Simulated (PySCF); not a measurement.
M06 single point of singlet OI₂ at its PBE0 minimum.

An equivalent PySCF input for this run (the driver started from the density of an earlier step):

```python
from pyscf import gto, scf, dft
mol = gto.M(atom='''
O     -0.094515     0.975826     0.000000
I      0.005969    -0.061626     1.733676
I      0.005969    -0.061626    -1.733676''',
    basis={'O': 'def2-SVP', 'I': 'def2-SVP'},
    ecp={'I': 'def2-SVP'},
    charge=0, spin=0)
mf = dft.RKS(mol, xc='M06')
mf.grids.atom_grid = (90, 434)
aux = {'O': 'def2-universal-JKFIT', 'I': 'def2-universal-JKFIT'}
mf = mf.density_fit(auxbasis=aux)
mf.conv_tol = 1e-08
mf.diis_space = 10
mf.max_cycle = 60
mf.verbose = 4
mf.kernel()
```

Excerpt of the output:

```
init E= -670.570472749555
  HOMO = -0.25671203262981  LUMO = -0.129872515645435  gap/eV = 3.45148
cycle= 1 E= -670.569676753187  delta_E= 0.000796  |g|= 0.144  |ddm|= 0.28
  HOMO = -0.241372277905491  LUMO = -0.12108962041993  gap/eV = 3.27306
cycle= 2 E= -670.542415607266  delta_E= 0.0273  |g|= 0.381  |ddm|= 0.403
  HOMO = -0.26007800605089  LUMO = -0.133980829021368  gap/eV = 3.43128
cycle= 3 E= -670.574140118691  delta_E= -0.0317  |g|= 0.0104  |ddm|= 0.293
  HOMO = -0.258224807984398  LUMO = -0.132038057799253  gap/eV = 3.43372
cycle= 4 E= -670.574170020572  delta_E= -2.99e-05  |g|= 0.00197  |ddm|= 0.0183
  HOMO = -0.258284295648203  LUMO = -0.132047246751512  gap/eV = 3.43509
cycle= 5 E= -670.574170956132  delta_E= -9.36e-07  |g|= 0.000707  |ddm|= 0.00301
  HOMO = -0.258295149167676  LUMO = -0.132060204122624  gap/eV = 3.43503
cycle= 6 E= -670.574171080391  delta_E= -1.24e-07  |g|= 0.0002  |ddm|= 0.000802
  HOMO = -0.258294977539247  LUMO = -0.132063212077025  gap/eV = 3.43494
cycle= 7 E= -670.574171093007  delta_E= -1.26e-08  |g|= 3.75e-05  |ddm|= 0.000356
  HOMO = -0.258292422268241  LUMO = -0.132062363934725  gap/eV = 3.43489
cycle= 8 E= -670.574171093601  delta_E= -5.93e-10  |g|= 4.04e-06  |ddm|= 9.03e-05
  HOMO = -0.258292309011814  LUMO = -0.132062283548731  gap/eV = 3.43489
Extra cycle  E= -670.574171093604  delta_E= -3.98e-12  |g|= 3.34e-06  |ddm|= 1.21e-05
converged SCF energy = -670.574171093604
```

This run, together with those of the ionised and electron-attached species (not shown), took 9.8 s on 2 threads of a shared Intel Xeon 6975P-C (Granite Rapids) host, with 66 basis functions; the process peaked at 0.63 GiB. Launch command: `OMP_NUM_THREADS=2 python axn.py task.json out`.
